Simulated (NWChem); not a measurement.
Species: SiN, doublet; SMILES N#[Si]

Computed with NWChem. Pople sets run with spherical d functions. Spin-unrestricted. No stability test was run on the SCF state. B3LYP is NWChem's, with the RPA form of VWN correlation. Each level has its own optimisation; frequencies are unscaled.

For level PBE0/def2-SVP:

```
Quantity                           Value
---------------------------------  -----
highest harmonic frequency (cm⁻¹)   1196
```

Problem. How do the values read with level B3LYP/6-31G* instead?

Solution. 
- highest harmonic frequency (cm⁻¹): 1171
